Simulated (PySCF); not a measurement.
PySCF 2.14 output of an unrestricted LDA calculation on a single atom or ion in aug-cc-pwCVDZ-PP with ECP28MDF, with a scalar-relativistic core potential:

```
SCF conv_tol = 1e-09
number electrons alpha = 10  beta = 6
    P. A. M. Dirac.,  Math. Proc. Cambridge Philos. Soc. 26, 376 (1930)
    F. Bloch.,  Z. Phys. 57, 545 (1929)
    S. H. Vosko, L. Wilk, and M. Nusair.,  Can. J. Phys. 58, 1200 (1980)
cycle= 1 E= -109.338903885616  delta_E= -0.00862  |g|= 0.113  |ddm|= 0.502
cycle= 2 E= -109.337865630964  delta_E= 0.00104  |g|= 0.126  |ddm|= 0.373
cycle= 3 E= -109.342890181049  delta_E= -0.00502  |g|= 0.00303  |ddm|= 0.216
cycle= 4 E= -109.342892237442  delta_E= -2.06e-06  |g|= 0.00142  |ddm|= 0.00296
cycle= 5 E= -109.34289274031  delta_E= -5.03e-07  |g|= 0.000766  |ddm|= 0.00507
cycle= 6 E= -109.342892975113  delta_E= -2.35e-07  |g|= 0.000243  |ddm|= 0.00145
cycle= 7 E= -109.342892998031  delta_E= -2.29e-08  |g|= 2.4e-05  |ddm|= 0.000459
cycle= 8 E= -109.342892998277  delta_E= -2.46e-10  |g|= 1.26e-06  |ddm|= 5.42e-05
converged SCF energy = -109.342892998277  <S^2> = 6.0004606  2S+1 = 5.0001843
```

The run itself started from symmetry-adapted Hartree-Fock orbitals and held the occupation by maximum overlap, on a logarithmic radial grid, so the iterations belong to that start.

Task: Which element, charge and spin multiplicity is this?

Result: Rh⁺ (rhodium, charge +1), multiplicity 5; the state was [Kr] 4d7 5p1, one real determinant (an excited configuration).

⟨L²⟩ = 13.66 against 20 for a pure G term, so this real determinant mixes terms. Energies and moments cover only the electrons outside the core potential.
